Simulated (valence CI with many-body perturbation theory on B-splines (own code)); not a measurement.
## E1 line list for I XLVIII

Level of theory: configuration interaction combined with many-body perturbation theory (CI+MBPT): four valence electrons over a frozen Dirac-Fock core [He], a basis of 11 s, 11 p, 9 d, 7 f, 5 g, 2 h, 1 i functions for each j, with the one-electron correlation potential Σ1 (screened to all orders), the two-electron term Σ2, the three-electron term Σ3, Breit, model QED; selected single and double excitations, second order for the rest (own B-spline code, finite nucleus).

The last digits are not significant, and no measured levels were compared; by estimate large intervals hold to a few tenths of a per cent, small ones and those within an open d or f shell to about a per cent. Among the levels kept, up to 260 cm⁻¹ of a level comes from second order outside the variational space, and about a tenth of that is noise between levels of different J, which matters for small intervals.

Lines 201 to 250 of 267 in falling wavelength, among levels below 5595.0 eV, chosen from the strongest by gf and those to the six lowest levels. Wavelengths and rates use the calculated energies. Electric multipoles are in the length gauge, E1 and E2 with the static RPA response of the core. Weak lines are less certain than strong ones. Lines between different terms over intervals too small for the method are left out, as are lines whose strength nearly cancels. The highest levels of a list are the least certain.

Levels are named by their leading jj configuration (3d3/2^4 stands for four electrons in 3d with j = 3/2), which in mixed levels can hold well under half, so a name can repeat and another be missing. Letters in brackets count levels of one name in rising energy.

```
λ vac (Å)                           Upper                   Lower   A (s⁻¹)  S (a.u.)
    2.471  (2s 2p1/2 2p3/2 3p1/2) J=2 [a]  (2s^2 2p1/2 2p3/2) J=2  1.23e+12  4.59e-05
    2.469      (2s 2p1/2 2p3/2 3d5/2) J=0  (2s 2p1/2^2 2p3/2) J=1  5.44e+13  4.04e-04
    2.468  (2s 2p1/2 2p3/2 3d3/2) J=1 [c]  (2s 2p1/2^2 2p3/2) J=1  7.15e+12  1.59e-04
    2.468  (2s 2p1/2 2p3/2 3d3/2) J=2 [c]  (2s 2p1/2^2 2p3/2) J=1  5.65e+13  2.10e-03
    2.467  (2s 2p1/2 2p3/2 3p1/2) J=1 [a]  (2s^2 2p1/2 2p3/2) J=1  3.46e+13  7.68e-04
    2.464  (2s 2p1/2 2p3/2 3d3/2) J=2 [d]  (2s 2p1/2^2 2p3/2) J=1  4.58e+14  1.69e-02
    2.464  (2s 2p1/2 2p3/2 3d3/2) J=3 [b]  (2s 2p1/2^2 2p3/2) J=2  2.16e+14  1.12e-02
    2.463  (2s 2p1/2 2p3/2 3p1/2) J=2 [a]  (2s^2 2p1/2 2p3/2) J=1  9.07e+13  3.35e-03
    2.463  (2s 2p1/2 2p3/2 3d5/2) J=2 [a]  (2s 2p1/2^2 2p3/2) J=2  1.52e+12  5.62e-05
    2.461  (2s 2p1/2 2p3/2 3d3/2) J=1 [d]  (2s 2p1/2^2 2p3/2) J=1  3.15e+14  6.96e-03
    2.461  (2s 2p1/2 2p3/2 3d3/2) J=2 [b]  (2s 2p1/2^2 2p3/2) J=2  4.31e+14  1.58e-02
    2.460      (2s 2p1/2 2p3/2 3p1/2) J=3  (2s^2 2p1/2 2p3/2) J=2  2.29e+14  1.18e-02
    2.459  (2s 2p1/2 2p3/2 3d3/2) J=1 [b]  (2s 2p1/2^2 2p3/2) J=2  5.16e+14  1.14e-02
    2.459  (2s 2p1/2 2p3/2 3d3/2) J=0 [b]  (2s 2p1/2^2 2p3/2) J=1  3.93e+14  2.88e-03
    2.458  (2s 2p1/2 2p3/2 3d5/2) J=3 [a]  (2s 2p1/2^2 2p3/2) J=2  1.21e+14  6.20e-03
    2.457  (2s 2p1/2 2p3/2 3d5/2) J=1 [a]  (2s 2p1/2^2 2p3/2) J=2  1.57e+13  3.44e-04
    2.457          (2s 2p1/2^2 3p1/2) J=1      (2s^2 2p1/2^2) J=0  4.32e+14  9.49e-03
    2.456       (2p1/2^2 2p3/2 3p1/2) J=1  (2s 2p1/2^2 2p3/2) J=1  7.51e+12  1.65e-04
    2.455          (2s^2 2p3/2 3d3/2) J=2  (2s^2 2p1/2 2p3/2) J=2  2.11e+14  7.69e-03
    2.451          (2s^2 2p3/2 3d3/2) J=1  (2s^2 2p1/2 2p3/2) J=2  7.75e+13  1.69e-03
    2.451          (2s^2 2p3/2 3d3/2) J=3  (2s^2 2p1/2 2p3/2) J=2  2.00e+14  1.02e-02
    2.449          (2s^2 2p1/2 3d3/2) J=1      (2s^2 2p1/2^2) J=0  1.14e+14  2.48e-03
    2.448  (2s 2p1/2 2p3/2 3p1/2) J=2 [b]  (2s^2 2p1/2 2p3/2) J=2  2.50e+13  9.06e-04
    2.448  (2s 2p1/2 2p3/2 3d5/2) J=3 [b]  (2s 2p1/2^2 2p3/2) J=2  4.52e+12  2.29e-04
    2.447          (2s^2 2p3/2 3d3/2) J=2  (2s^2 2p1/2 2p3/2) J=1  1.43e+14  5.17e-03
    2.443          (2s^2 2p3/2 3d3/2) J=1  (2s^2 2p1/2 2p3/2) J=1  3.05e+14  6.59e-03
    2.443          (2s^2 2p3/2 3d3/2) J=0  (2s^2 2p1/2 2p3/2) J=1  3.95e+14  2.84e-03
    2.443  (2s 2p1/2 2p3/2 3d3/2) J=3 [c]  (2s 2p1/2^2 2p3/2) J=2  5.46e+12  2.75e-04
    2.441          (2s^2 2p3/2 3d5/2) J=2  (2s^2 2p1/2 2p3/2) J=2  1.22e+13  4.38e-04
    2.440  (2s 2p1/2 2p3/2 3p1/2) J=2 [b]  (2s^2 2p1/2 2p3/2) J=1  2.25e+13  8.06e-04
    2.439  (2s 2p1/2 2p3/2 3d3/2) J=2 [c]  (2s 2p1/2^2 2p3/2) J=2  1.41e+12  5.06e-05
    2.436  (2s 2p1/2 2p3/2 3d3/2) J=2 [d]  (2s 2p1/2^2 2p3/2) J=2  6.00e+12  2.14e-04
    2.435          (2s^2 2p3/2 3d5/2) J=3  (2s^2 2p1/2 2p3/2) J=2  2.30e+13  1.15e-03
    2.435  (2s 2p1/2 2p3/2 3p1/2) J=1 [b]  (2s^2 2p1/2 2p3/2) J=2  1.15e+13  2.45e-04
    2.435  (2s 2p1/2 2p3/2 3p1/2) J=2 [c]  (2s^2 2p1/2 2p3/2) J=2  2.57e+13  9.16e-04
    2.434          (2s^2 2p3/2 3d5/2) J=2  (2s^2 2p1/2 2p3/2) J=1  5.40e+12  1.92e-04
    2.429  (2s 2p1/2 2p3/2 3d5/2) J=3 [c]  (2s 2p1/2^2 2p3/2) J=2  3.44e+12  1.70e-04
    2.429  (2s 2p1/2 2p3/2 3p3/2) J=3 [a]  (2s^2 2p1/2 2p3/2) J=2  6.30e+12  3.12e-04
    2.428      (2s 2p1/2 2p3/2 3p1/2) J=0  (2s^2 2p1/2 2p3/2) J=1  1.90e+13  1.34e-04
    2.428  (2s 2p1/2 2p3/2 3p1/2) J=1 [b]  (2s^2 2p1/2 2p3/2) J=1  1.27e+13  2.68e-04
    2.428  (2s 2p1/2 2p3/2 3p1/2) J=2 [c]  (2s^2 2p1/2 2p3/2) J=1  2.73e+12  9.64e-05
    2.427       (2p1/2^2 2p3/2 3p1/2) J=1  (2s 2p1/2^2 2p3/2) J=2  3.64e+13  7.71e-04
    2.426  (2s 2p1/2 2p3/2 3p3/2) J=1 [a]  (2s^2 2p1/2 2p3/2) J=2  2.13e+12  4.50e-05
    2.425          (2s^2 2p3/2 3d5/2) J=1  (2s^2 2p1/2 2p3/2) J=1  4.44e+12  9.37e-05
    2.421  (2s 2p1/2 2p3/2 3p3/2) J=2 [a]  (2s^2 2p1/2 2p3/2) J=2  6.72e+12  2.35e-04
    2.421  (2s 2p1/2 2p3/2 3p1/2) J=1 [c]  (2s^2 2p1/2 2p3/2) J=2  4.59e+13  9.63e-04
    2.419  (2s 2p1/2 2p3/2 3p3/2) J=1 [a]  (2s^2 2p1/2 2p3/2) J=1  1.06e+14  2.22e-03
    2.414  (2s 2p1/2 2p3/2 3p3/2) J=2 [a]  (2s^2 2p1/2 2p3/2) J=1  8.52e+13  2.96e-03
    2.414  (2s 2p1/2 2p3/2 3p1/2) J=1 [c]  (2s^2 2p1/2 2p3/2) J=1  2.87e+12  5.98e-05
    2.411  (2s 2p1/2 2p3/2 3p3/2) J=2 [b]  (2s^2 2p1/2 2p3/2) J=2  8.25e+13  2.86e-03
```
